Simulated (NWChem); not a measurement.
Everything below was run with NWChem. System: C2H5ClOSi, charge 0, spin multiplicity 1, at a geometry optimised with B3LYP/def2-SVP. The structure started from a generated list of species. Level: G0W0@PBE/def2-TZVP, RI basis def2-tzvp-rifit.

Output (cleaned and shortened):

```
             Northwest Computational Chemistry Package (NWChem) 7.3.0
             --------------------------------------------------------

                                NWChem Input Module
                                -------------------

 Scaling coordinates for geometry "geometry" by  1.889725989
 (inverse scale =  0.529177249)

                             Geometry "geometry" -> ""
                             -------------------------

 Output coordinates in angstroms (scale by  1.889725989 to convert to a.u.)

  No.       Tag          Charge          X              Y              Z
 ---- ---------------- ---------- -------------- -------------- --------------
    1 C                    6.0000     1.59094900    -0.88708300    -0.74923500
    2 Si                  14.0000     0.19562600     0.29305000    -0.35243800
    3 Cl                  17.0000     0.39502400     1.10878300     1.56112900
    4 C                    6.0000    -1.48298000    -0.66695100    -0.43184300
    5 O                    8.0000    -1.69747100    -1.38575500    -1.38254600
    6 H                    1.0000     1.71290200    -1.63606500     0.04853100
    7 H                    1.0000     1.34934800    -1.41395000    -1.68697700
    8 H                    1.0000     2.54512600    -0.35335500    -0.87756900
    9 H                    1.0000     0.12089400     1.41523800    -1.32799700
   10 H                    1.0000    -2.25048000    -0.55363600     0.38578200

 Effective nuclear repulsion energy (a.u.)     268.4759727465

            Nuclear Dipole moment (a.u.)
            ----------------------------
        X                 Y               Z
 ---------------- ---------------- ----------------
     0.0000151178    -0.0000018897    -0.0000094486


 Summary of "ao basis" -> "" (spherical)
 ------------------------------------------------------------------------------
       Tag                 Description            Shells   Functions and Types
 ---------------- ------------------------------  ------  ---------------------
 *                         def2-tzvp                  on all atoms

 new library libraries.bse/

 Summary of "ri basis" -> "" (spherical)
 ------------------------------------------------------------------------------
       Tag                 Description            Shells   Functions and Types
 ---------------- ------------------------------  ------  ---------------------
 *                      def2-tzvp-rifit               on all atoms

  pbe96 is a nonlocal functional; adding pw91lda local functional.

                                 NWChem DFT Module
                                 -----------------

 Summary of "ao basis" -> "ao basis" (spherical)
 ------------------------------------------------------------------------------
       Tag                 Description            Shells   Functions and Types
 ---------------- ------------------------------  ------  ---------------------
 C                         def2-tzvp                11       31   5s3p2d1f
 Si                        def2-tzvp                13       37   5s5p2d1f
 Cl                        def2-tzvp                13       37   5s5p2d1f
 O                         def2-tzvp                11       31   5s3p2d1f
 H                         def2-tzvp                 4        6   3s1p

 Summary of "ao basis" -> "ao basis" (spherical)
 ------------------------------------------------------------------------------
       Tag                 Description            Shells   Functions and Types
 ---------------- ------------------------------  ------  ---------------------
 C                         def2-tzvp                11       31   5s3p2d1f
 Si                        def2-tzvp                13       37   5s5p2d1f
 Cl                        def2-tzvp                13       37   5s5p2d1f
 O                         def2-tzvp                11       31   5s3p2d1f
 H                         def2-tzvp                 4        6   3s1p

            General Information
            -------------------
          SCF calculation type: DFT
          Wavefunction type:  closed shell.
          No. of atoms     :    10
          No. of electrons :    56
           Alpha electrons :    28
[...]
    83      0.423333   3 Cl px               86      0.268669   3 Cl px
    84      0.203551   3 Cl py               80      0.199000   3 Cl px
    85     -0.193699   3 Cl pz               74     -0.164915   3 Cl px
    87      0.126433   3 Cl py               88     -0.121725   3 Cl pz
   110      0.096000   4 C  s                81      0.095375   3 Cl py

 Vector   27  Occ=2.000000D+00  E=-2.807353D-01
              MO Center=  5.3D-01,  7.1D-01,  6.5D-01, r^2= 3.5D+00
   Bfn.  Coefficient  Atom+Function         Bfn.  Coefficient  Atom+Function
  ----- ------------  ---------------      ----- ------------  ---------------
    84      0.363750   3 Cl py               87      0.239455   3 Cl py
    83     -0.220390   3 Cl px               81      0.172957   3 Cl py
    86     -0.147421   3 Cl px               75     -0.141911   3 Cl py
   187     -0.135043   9 H  s               188     -0.128779   9 H  s
     7      0.120323   1 C  py               85     -0.118167   3 Cl pz

 Vector   28  Occ=2.000000D+00  E=-2.126216D-01
              MO Center= -1.4D+00, -8.2D-01, -7.5D-01, r^2= 2.8D+00
   Bfn.  Coefficient  Atom+Function         Bfn.  Coefficient  Atom+Function
  ----- ------------  ---------------      ----- ------------  ---------------
   142      0.349989   5 O  px              145      0.285802   5 O  px
   194      0.239662  10 H  s               148      0.230545   5 O  px
    46      0.189982   2 Si px              193      0.178673  10 H  s
    35     -0.152124   2 Si s                36     -0.146232   2 Si s
   111     -0.133953   4 C  px              144     -0.128692   5 O  pz

 Vector   29  Occ=0.000000D+00  E=-1.114271D-01
              MO Center= -1.3D+00, -7.0D-01, -6.4D-01, r^2= 2.3D+00
   Bfn.  Coefficient  Atom+Function         Bfn.  Coefficient  Atom+Function
  ----- ------------  ---------------      ----- ------------  ---------------
     5      0.350802   1 C  s               115      0.260929   4 C  py
   112      0.250869   4 C  py              143     -0.244463   5 O  py
   149     -0.236470   5 O  py              118      0.232211   4 C  py
   188     -0.198192   9 H  s               146     -0.196215   5 O  py
    49     -0.177404   2 Si px              116     -0.165664   4 C  pz

 Vector   30  Occ=0.000000D+00  E=-2.153270D-02
              MO Center=  1.8D-01,  4.7D-01, -1.6D-01, r^2= 4.4D+00
   Bfn.  Coefficient  Atom+Function         Bfn.  Coefficient  Atom+Function
  ----- ------------  ---------------      ----- ------------  ---------------
    50      0.617851   2 Si py               51      0.615109   2 Si pz
    73     -0.507396   3 Cl s                 5      0.422894   1 C  s
    88      0.400195   3 Cl pz               48      0.380012   2 Si pz
    35      0.286961   2 Si s                47      0.282313   2 Si py
   110      0.269679   4 C  s               170     -0.221707   6 H  s

 Vector   31  Occ=0.000000D+00  E= 6.970449D-03
              MO Center=  8.3D-01,  1.6D-01, -5.1D-01, r^2= 6.3D+00
   Bfn.  Coefficient  Atom+Function         Bfn.  Coefficient  Atom+Function
  ----- ------------  ---------------      ----- ------------  ---------------
     5      3.110387   1 C  s                49     -1.551241   2 Si px
   110     -1.095848   4 C  s                36     -0.904661   2 Si s
   170     -0.907444   6 H  s               176     -0.752902   7 H  s
   182     -0.673424   8 H  s                46     -0.403040   2 Si px
    51      0.326724   2 Si pz               13      0.304103   1 C  py

 center of mass
 --------------
 x =  -0.05361725 y =   0.06293988 z =   0.08678311

 moments of inertia (a.u.)
 ------------------
         826.800316334132        -161.963605978336        -161.400554577387
        -161.963605978336         926.062472234546        -357.384387765351
        -161.400554577387        -357.384387765351         798.730593229219

     Multipole analysis of the density
     ---------------------------------

     L   x y z        total         alpha         beta         nuclear
     -   - - -        -----         -----         ----         -------
     0   0 0 0      0.000000    -28.000000    -28.000000     56.000000

     1   1 0 0      0.411838      0.205911      0.205911      0.000015
     1   0 1 0      0.029423      0.014713      0.014713     -0.000002
     1   0 0 1      0.026069      0.013039      0.013039     -0.000009

     2   2 0 0    -32.704656   -143.006532   -143.006532    253.308407
     2   1 1 0     -2.333069    -37.485618    -37.485618     72.638167
     2   1 0 1     -2.901002    -36.318536    -36.318536     69.736070
     2   0 2 0    -34.884242   -110.227837   -110.227837    185.571432
     2   0 1 1     -2.623827    -89.778085    -89.778085    176.932343
     2   0 0 2    -35.390419   -139.967333   -139.967333    244.544247

 Task  times  cpu:      126.4s     wall:      126.4s

                                NWChem Input Module
                                -------------------

                                 NWChem GW Module
                                 ----------------

                             ***********************
                             ***        GW       ***
                             ***********************

 Summary of "ri basis" -> "ri basis" (spherical)
 ------------------------------------------------------------------------------
       Tag                 Description            Shells   Functions and Types
 ---------------- ------------------------------  ------  ---------------------
 C                      def2-tzvp-rifit             22       76   8s6p4d3f1g
 Si                     def2-tzvp-rifit             29      113   9s7p6d5f2g
 Cl                     def2-tzvp-rifit             29      113   9s7p6d5f2g
 O                      def2-tzvp-rifit             22       76   8s6p4d3f1g
 H                      def2-tzvp-rifit              7       15   4s2p1d

                 Memory Information
                 ------------------
          Available GA per process is          1699.7 MBs
          Available stack per process is        700.0 MBs
          Available heap per process is           0.0 MBs

          Peak memory in Initialization
              Peak GA per process is                 26.3 MBs
              Peak stack per process is               0.4 MBs
              Peak heap per process is               27.1 MBs
              Memory not in MA per process            0.0 MBs

          Peak memory in CDGW Calculation
              Peak GA per process is                 30.8 MBs
              Peak stack per process is               4.3 MBs
              Peak heap per process is                4.6 MBs
              Memory not in MA per process            0.0 MBs

          Computing 2-center integrals
          Computing Inverse Cholesky factor
          Computing 3-center integrals
          Computing Vxc

          Computing Sigma_x
          Computing W(iw) on the imaginary grid
          Solving quasiparticle equations

                  Alpha Orbitals
          State     Energy (eV)     Error (eV)
          -----------------------------------
@GW        25        -11.972           0.009
@GW        26        -11.185           0.002
@GW        27        -10.710           0.002
@GW        28         -8.797           0.005
@GW        29          0.022           0.003
@GW        30          2.147           0.002

     GW Timing Statistics
   ------------------------
   Init.   :          0.2s
     ERIs  :          7.5s
     Distr.:          0.1s
     Vxc   :          3.3s
   Vmo     :          0.0s
   iW      :         10.9s
   I_n     :          0.0s
   R_n     :          4.9s
   GW total:         26.8s

 Task  times  cpu:       26.8s     wall:       26.8s

 Total times  cpu:      153.3s     wall:      153.3s
```

Write an NWChem input that would produce this output.

This is not unique; one that fits is 
```
start mol
memory heap 200 mb stack 700 mb global 1700 mb
geometry units angstroms nocenter noautoz noautosym
  C      1.590949    -0.887083    -0.749235
  Si     0.195626     0.293050    -0.352438
  Cl     0.395024     1.108783     1.561129
  C     -1.482980    -0.666951    -0.431843
  O     -1.697471    -1.385755    -1.382546
  H      1.712902    -1.636065     0.048531
  H      1.349348    -1.413950    -1.686977
  H      2.545126    -0.353355    -0.877569
  H      0.120894     1.415238    -1.327997
  H     -2.250480    -0.553636     0.385782
end
basis spherical
  * library def2-tzvp
end
basis "ri basis" bse spherical
  * library def2-tzvp-rifit
end
dft
  xc xpbe96 cpbe96
  iterations 100
  direct
  tolerances tight
end
task dft energy
gw
  method cdgw
  states alpha occ 4 vir 2
end
task dft gw
```
